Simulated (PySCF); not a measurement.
Er⁴¹⁺: fine-structure interval

Er⁴¹⁺ [Ar] 3d9 [3d3/2^4 3d5/2^5, M_J = 5/2] → Er⁴¹⁺ [Ar] 3d9 [3d3/2^3 3d5/2^6, M_J = 3/2], as a difference of total energies. Computed with PySCF 2.14 in an even-tempered Gaussian basis (16 s from 8.9 bohr⁻², ratio 2.8; 13 p from 12 bohr⁻², ratio 2.8; 8 d from 12 bohr⁻², ratio 2.8; 3 f from 45 bohr⁻², ratio 3), with the two-component X2C-1e Hamiltonian. Correlated levels: [Ne] frozen; the 80 highest virtual spinors dropped. "Screened" scales the spin-orbit matrix elements by Boettger's factors to mimic the two-electron term; Breit and QED terms are absent.

```json
{"method": "GHF (screened spin-orbit)", "fine-structure interval (cm⁻¹)": "363300"}
{"method": "GMP2 (screened spin-orbit)", "fine-structure interval (cm⁻¹)": "362920"}
{"method": "GHF (bare spin-orbit)", "fine-structure interval (cm⁻¹)": "426510"}
```
